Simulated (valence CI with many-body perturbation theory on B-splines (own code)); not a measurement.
# Gd58+: electric-dipole lines

Calculated by relativistic CI+MBPT: four valence electrons over a frozen Dirac-Fock core [He], radial functions for each j: 11 s, 11 p, 9 d, 7 f, 5 g, 2 h, 1 i, with the one-electron correlation potential Σ1 (screened to all orders), the two-electron term Σ2, the three-electron term Σ3, Breit, model QED; selected single and double excitations, second order for the rest (own B-spline code, finite nucleus).

No measured spectrum was set against this ion. As an estimate, large intervals hold to a few tenths of a per cent, small ones and those within an open d or f shell to about a per cent. Among the levels kept, up to 270 cm⁻¹ of a level comes from second order outside the variational space, and about a tenth of that is noise between levels of different J, which matters for small intervals.

Lines 201 to 250 of 252 in falling wavelength, among levels below 71338 × 10³ cm⁻¹, chosen from the strongest by gf and those to the six lowest levels. Wavelengths and rates use the calculated energies. Electric multipoles are in the length gauge, E1 and E2 with the static RPA response of the core. Weak lines are less certain than strong ones. Lines between different terms over intervals too small for the method are left out, as are lines whose strength nearly cancels. The highest levels of a list are the least certain.

Levels are named by their leading jj configuration (3d3/2^4 stands for four electrons in 3d with j = 3/2), which in mixed levels can hold well under half, so a name can repeat and another be missing. Letters in brackets count levels of one name in rising energy.

| λ vac (Å) | Upper | Lower | A (s⁻¹) | S (a.u.) with core polarisation | S without |
| --- | --- | --- | --- | --- | --- |
| 1.594 | (2s 2p1/2 2p3/2 3d3/2) J=1 [d] | (2s 2p1/2^2 2p3/2) J=1 | 5.89e+14 | 3.54e-03 | 3.54e-03 |
| 1.594 | (2s 2p1/2 2p3/2 3d3/2) J=3 [b] | (2s 2p1/2^2 2p3/2) J=2 | 7.53e+14 | 1.05e-02 | 1.05e-02 |
| 1.594 | (2s 2p1/2 2p3/2 3d3/2) J=2 [d] | (2s 2p1/2^2 2p3/2) J=1 | 5.65e+14 | 5.64e-03 | 5.65e-03 |
| 1.594 | (2s 2p1/2 2p3/2 3p1/2) J=0 | (2s^2 2p1/2 2p3/2) J=1 | 3.15e+14 | 6.28e-04 | 6.28e-04 |
| 1.593 | (2s 2p1/2 2p3/2 3p1/2) J=1 [b] | (2s^2 2p1/2 2p3/2) J=1 | 2.14e+14 | 1.28e-03 | 1.28e-03 |
| 1.593 | (2s 2p1/2 2p3/2 3p1/2) J=2 [c] | (2s^2 2p1/2 2p3/2) J=1 | 6.93e+13 | 6.91e-04 | 6.91e-04 |
| 1.593 | (2s 2p1/2 2p3/2 3d3/2) J=0 [b] | (2s 2p1/2^2 2p3/2) J=1 | 8.33e+14 | 1.66e-03 | 1.66e-03 |
| 1.592 | (2s 2p1/2 2p3/2 3d3/2) J=2 [e] | (2s 2p1/2^2 2p3/2) J=1 | 3.33e+14 | 3.32e-03 | 3.32e-03 |
| 1.591 | (2s 2p1/2 2p3/2 3d3/2) J=2 [b] | (2s 2p1/2^2 2p3/2) J=2 | 3.01e+14 | 2.99e-03 | 2.99e-03 |
| 1.591 | (2s 2p1/2 2p3/2 3d5/2) J=1 [b] | (2s 2p1/2^2 2p3/2) J=1 | 2.72e+14 | 1.62e-03 | 1.62e-03 |
| 1.590 | (2s 2p1/2 2p3/2 3d5/2) J=0 | (2s 2p1/2^2 2p3/2) J=1 | 2.03e+14 | 4.03e-04 | 4.03e-04 |
| 1.589 | (2s 2p1/2 2p3/2 3d3/2) J=1 [b] | (2s 2p1/2^2 2p3/2) J=2 | 3.54e+14 | 2.10e-03 | 2.11e-03 |
| 1.588 | (2s 2p1/2 2p3/2 3d5/2) J=2 | (2s 2p1/2^2 2p3/2) J=2 | 3.50e+12 | 3.46e-05 | 3.46e-05 |
| 1.588 | (2s 2p1/2 2p3/2 3p1/2) J=1 [c] | (2s^2 2p1/2 2p3/2) J=2 | 1.26e+14 | 7.51e-04 | 7.50e-04 |
| 1.588 | (2s^2 2p1/2 3d3/2) J=1 | (2s^2 2p1/2^2) J=0 | 9.34e+14 | 5.54e-03 | 5.54e-03 |
| 1.588 | (2s^2 2p3/2 3d3/2) J=2 | (2s^2 2p1/2 2p3/2) J=2 | 3.22e+14 | 3.18e-03 | 3.18e-03 |
| 1.587 | (2s 2p1/2 2p3/2 3d5/2) J=3 [a] | (2s 2p1/2^2 2p3/2) J=2 | 4.36e+13 | 6.01e-04 | 6.02e-04 |
| 1.586 | (2s^2 2p3/2 3d3/2) J=3 | (2s^2 2p1/2 2p3/2) J=2 | 7.25e+14 | 1.00e-02 | 1.00e-02 |
| 1.586 | (2s 2p1/2 2p3/2 3d5/2) J=1 [a] | (2s 2p1/2^2 2p3/2) J=2 | 2.51e+12 | 1.48e-05 | 1.48e-05 |
| 1.586 | (2s^2 2p3/2 3d3/2) J=1 | (2s^2 2p1/2 2p3/2) J=2 | 1.20e+14 | 7.10e-04 | 7.11e-04 |
| 1.585 | (2s 2p1/2 2p3/2 3p1/2) J=1 [c] | (2s^2 2p1/2 2p3/2) J=1 | 2.94e+13 | 1.73e-04 | 1.73e-04 |
| 1.584 | (2s 2p1/2 2p3/2 3d3/2) J=2 [c] | (2s 2p1/2^2 2p3/2) J=2 | 2.66e+12 | 2.61e-05 | 2.61e-05 |
| 1.584 | (2s^2 2p3/2 3d3/2) J=2 | (2s^2 2p1/2 2p3/2) J=1 | 3.49e+14 | 3.42e-03 | 3.43e-03 |
| 1.583 | (2s 2p1/2 2p3/2 3d3/2) J=3 [c] | (2s 2p1/2^2 2p3/2) J=2 | 1.03e+13 | 1.41e-04 | 1.42e-04 |
| 1.582 | (2s^2 2p3/2 3d3/2) J=1 | (2s^2 2p1/2 2p3/2) J=1 | 5.61e+14 | 3.29e-03 | 3.29e-03 |
| 1.581 | (2s^2 2p3/2 3d3/2) J=0 | (2s^2 2p1/2 2p3/2) J=1 | 6.90e+14 | 1.35e-03 | 1.35e-03 |
| 1.580 | (2s 2p1/2 2p3/2 3d5/2) J=3 [b] | (2s 2p1/2^2 2p3/2) J=2 | 5.36e+12 | 7.31e-05 | 7.32e-05 |
| 1.576 | (2s^2 2p3/2 3d5/2) J=2 | (2s^2 2p1/2 2p3/2) J=2 | 4.56e+12 | 4.40e-05 | 4.41e-05 |
| 1.573 | (2s^2 2p3/2 3d5/2) J=3 | (2s^2 2p1/2 2p3/2) J=2 | 3.55e+13 | 4.77e-04 | 4.77e-04 |
| 1.572 | (2s^2 2p3/2 3d5/2) J=2 | (2s^2 2p1/2 2p3/2) J=1 | 1.94e+12 | 1.86e-05 | 1.86e-05 |
| 1.572 | (2s 2p1/2 2p3/2 3p3/2) J=3 [a] | (2s^2 2p1/2 2p3/2) J=2 | 1.90e+12 | 2.55e-05 | 2.55e-05 |
| 1.568 | (2s 2p1/2 2p3/2 3p3/2) J=1 [a] | (2s^2 2p1/2 2p3/2) J=1 | 1.30e+14 | 7.41e-04 | 7.40e-04 |
| 1.567 | (2s^2 2p3/2 3d5/2) J=1 | (2s^2 2p1/2 2p3/2) J=1 | 6.14e+13 | 3.50e-04 | 3.49e-04 |
| 1.566 | (2s 2p1/2 2p3/2 3p3/2) J=2 [b] | (2s^2 2p1/2 2p3/2) J=2 | 1.28e+14 | 1.21e-03 | 1.21e-03 |
| 1.565 | (2s 2p1/2 2p3/2 3p3/2) J=2 [a] | (2s^2 2p1/2 2p3/2) J=1 | 1.66e+14 | 1.57e-03 | 1.57e-03 |
| 1.565 | (2p1/2^2 2p3/2 3s) J=1 | (2s^2 2p1/2 2p3/2) J=2 | 1.42e+14 | 8.03e-04 | 8.02e-04 |
| 1.563 | (2s 2p1/2 2p3/2 3p3/2) J=2 [b] | (2s^2 2p1/2 2p3/2) J=1 | 6.87e+12 | 6.47e-05 | 6.46e-05 |
| 1.562 | (2s 2p1/2 2p3/2 3p3/2) J=0 [a] | (2s^2 2p1/2 2p3/2) J=1 | 3.19e+14 | 6.00e-04 | 6.00e-04 |
| 1.562 | (2p1/2^2 2p3/2 3s) J=1 | (2s^2 2p1/2 2p3/2) J=1 | 1.28e+13 | 7.19e-05 | 7.19e-05 |
| 1.561 | (2s 2p1/2 2p3/2 3p3/2) J=3 [b] | (2s^2 2p1/2 2p3/2) J=2 | 1.78e+14 | 2.34e-03 | 2.34e-03 |
| 1.561 | (2s 2p1/2 2p3/2 3p3/2) J=2 [c] | (2s^2 2p1/2 2p3/2) J=2 | 5.60e+13 | 5.26e-04 | 5.25e-04 |
| 1.559 | (2s 2p1/2^2 3p3/2) J=1 | (2s^2 2p1/2^2) J=0 | 3.08e+14 | 1.73e-03 | 1.73e-03 |
| 1.557 | (2s 2p1/2 2p3/2 3p3/2) J=1 [b] | (2s^2 2p1/2 2p3/2) J=2 | 1.59e+14 | 8.91e-04 | 8.90e-04 |
| 1.557 | (2s 2p1/2 2p3/2 3p3/2) J=2 [c] | (2s^2 2p1/2 2p3/2) J=1 | 3.04e+12 | 2.84e-05 | 2.84e-05 |
| 1.554 | (2s 2p1/2 2p3/2 3p3/2) J=1 [b] | (2s^2 2p1/2 2p3/2) J=1 | 9.50e+12 | 5.28e-05 | 5.27e-05 |
| 1.551 | (2s 2p1/2 2p3/2 3p3/2) J=3 [c] | (2s^2 2p1/2 2p3/2) J=2 | 1.18e+14 | 1.53e-03 | 1.52e-03 |
| 1.551 | (2s 2p1/2 2p3/2 3p3/2) J=2 [d] | (2s^2 2p1/2 2p3/2) J=2 | 1.01e+13 | 9.35e-05 | 9.34e-05 |
| 1.549 | (2s 2p1/2 2p3/2 3p3/2) J=2 [e] | (2s^2 2p1/2 2p3/2) J=2 | 1.30e+14 | 1.19e-03 | 1.19e-03 |
| 1.548 | (2s 2p1/2 2p3/2 3p3/2) J=1 [c] | (2s^2 2p1/2 2p3/2) J=2 | 3.81e+13 | 2.09e-04 | 2.09e-04 |
| 1.548 | (2s 2p1/2 2p3/2 3p3/2) J=2 [d] | (2s^2 2p1/2 2p3/2) J=1 | 1.49e+14 | 1.36e-03 | 1.36e-03 |
